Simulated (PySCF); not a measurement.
Polarisability and C₆ of Li⁺ (lithium, charge +1)

1s2, closed-shell 1S. All numbers are calculated (PySCF 2.14, scalar relativity by spin-free X2C-1e, in dyall-acv3z). Coupled (time-dependent) response in atomic units; α is the mean over directions.

```tsv
method	mean α (bohr³)	C₆ (like pair)	S(−4)
UHF	0.1893	0.07655	0.02622
PBE	0.2079	0.08651	0.03339
PBE0	0.2023	0.08353	0.03109
BP86	0.2063	0.08567	0.03270
```

S(−4) is the Cauchy moment in α(ω) = α(0) + S(−4) ω² + …

α(iu) at PBE0:

| u (hartree) | α(iu) (bohr³) |
| --- | --- |
| 0 | 0.2023 |
| 0.0500 | 0.2022 |
| 0.100 | 0.2020 |
| 0.200 | 0.2011 |
| 0.300 | 0.1996 |
| 0.500 | 0.1949 |
| 0.750 | 0.1864 |
| 1.00 | 0.1759 |
| 1.50 | 0.1521 |
| 2.00 | 0.1288 |
| 3.00 | 0.09115 |
| 5.00 | 0.04905 |

A single London oscillator, α(iu) = α/(1 + u²/ω²), gives C₆ = (3/4) ω α². Matching the computed C₆ needs ω = 4 × 0.08353 / (3 × 0.2023²) = 2.72 hartree.

For an ion, C₆ is the dispersion term alone; charge-induced terms of lower order in 1/R come first.
